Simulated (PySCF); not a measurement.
# Stretching PSe⁺

Set-up: basis P jorge-DZP-DKH, Se jorge-DZP-DKH; spin-free X2C with a Gaussian nucleus; PySCF 2.14. Energies in eV from P + Se⁺ in their ground configurations at the same level. State: ¹Σ⁺ (singlet), closed shell.

All columns are PBE0. A positive dipole points towards Se; it is taken about the centre of mass and depends on that origin.

```
R (Å)  E (eV)  μ (D)  Mulliken charge on P (basis-dependent)  HOMO (eV)  LUMO (eV)  Mayer bond order  ⟨S²⟩
1.690  -2.979  -1.83                                    0.15     -16.45      -9.53              2.82  0.00
1.768  -4.144  -2.08                                    0.21     -16.52      -9.79              2.82  0.00
1.847  -4.779  -2.33                                    0.27     -16.55     -10.04              2.83  0.00
1.906  -5.000  -2.51                                    0.32     -16.31     -10.21              2.83  0.00
1.965  -5.057  -2.69                                    0.35     -16.07     -10.38              2.84  0.00
2.024  -4.988  -2.86                                    0.39     -15.85     -10.53              2.84  0.00
2.103  -4.752  -3.08                                    0.43     -15.57     -10.71              2.84  0.00
2.201  -4.304  -3.35                                    0.47     -15.26     -10.92              2.85  0.00
2.319  -3.640  -3.64                                    0.51     -14.93     -11.12              2.85  0.00
2.476  -2.684  -3.99                                    0.55     -14.54     -11.34              2.85  0.00
```

A fit through these points gives, at Re = 1.959 Å, μ = -2.67 D and dμ/dR = -3.00 D/Å; the reduced mass is 22.32 u.

How strong is the fundamental in the double-harmonic approximation, I = 42.26·(dμ/dR)²/μred km/mol?

I = 42.26·(-3.00)²/22.32 = 17.0 km/mol at PBE0.

For an ion De counts to the pair picked by the measured ionisation energies or electron affinities, which need not be the lowest pair at this level.
